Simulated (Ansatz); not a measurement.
`[SiH2]1S[S][GaH]1` → Ga• + 3 H• + 2 S• + Si•  (atomization)

Gas-phase electronic energies from Ansatz, PBE0-D4/def2-TZVP geometries. CCSD(T)/CBS adds triple-zeta CCSD(T) − MP2 to the extrapolated MP2 energy (def2 sets, frozen cores). This one scheme is used for every species, atoms too. For atomizations the MP2-based limit and the directly extrapolated one differ by several kJ/mol either way, and by 10 to 25 for some Ge, Se and Sn compounds, so smaller differences from it don't rank the levels. No spin–orbit coupling; open shells (•) take unrestricted orbitals. Spin–orbit coupling would lower the free atoms: a little for S, Si; clearly for Ga. Bonds to Ga are less sure, by a few kJ/mol each and by 10 to 20 or more in all where they break to atoms, as the def2 sets lack core-valence functions. Scalar relativity is left out up to krypton.

| species | CCSD/def2-SVP energy (Eh) |
| --- | --- |
| `[SiH2]1S[S][GaH]1` | -3009.02530 |
| Ga• | -1923.14827 |
| H• | -0.49928 |
| S• | -397.46677 |
| Si• | -288.81458 |

**Question.** Work out ΔE.

**Answer.** ΔE = 3 × (-0.49928) + 2 × (-397.46677) + (-1923.14827) + (-288.81458) − (-3009.02530) = 0.63107 Eh = +17.17 eV. CCSD(T)/CBS gives +19.74 eV.

Largest T1 diagnostic among the species: 0.016.

Leaving LDA and LC-ωPBE aside and taking each functional with its dispersion term where it has one, the values, not all of them listed here, spread over 1.14 eV, from BHLYP-D4 to B97M-V. LDA lies +3.14 eV from PBE without D4, its usual overbinding. In def2-TZVPP, CCSD(T) changes the Hartree–Fock value by +5.67 eV (the triples alone add +0.48 eV) and MP2 by +5.95 eV; breaking electron pairs costs correlation energy, which Hartree–Fock lacks.
